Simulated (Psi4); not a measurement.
Reaction (SMILES): N#P (N-P) + H+ → [NH+]#P
B3LYP-D3(BJ)/def2-TZVP geometries, fixed; electronic energies without zero-point terms; positive where energy is released.

Effect of the integral screening threshold at MP2/cc-pV(T+d)Z with Psi4, against the last row, where the proton affinity is 193.33 kcal/mol. Cores are frozen. The proton sits at the site shown, which need not be the one that binds it best.

```json
[
 {"setting": "ints_tolerance: 1e-6", "largest shift of a total energy (mEh)": "0.001", "shift of the proton affinity (kcal/mol)": "0.000"},
 {"setting": "ints_tolerance: 1e-8", "largest shift of a total energy (mEh)": "0.000", "shift of the proton affinity (kcal/mol)": "0.000"},
 {"setting": "ints_tolerance: 1e-10", "largest shift of a total energy (mEh)": "0.000", "shift of the proton affinity (kcal/mol)": "0.000"},
 {"setting": "ints_tolerance: 1e-14", "largest shift of a total energy (mEh)": "0.000", "shift of the proton affinity (kcal/mol)": "0.000"}
]
```

Within 0.02 kcal/mol in the proton affinity: ints_tolerance: 1e-6; ints_tolerance: 1e-8; ints_tolerance: 1e-10. The largest shift is 0.001 mEh in a total energy and 0.000 kcal/mol in the difference.
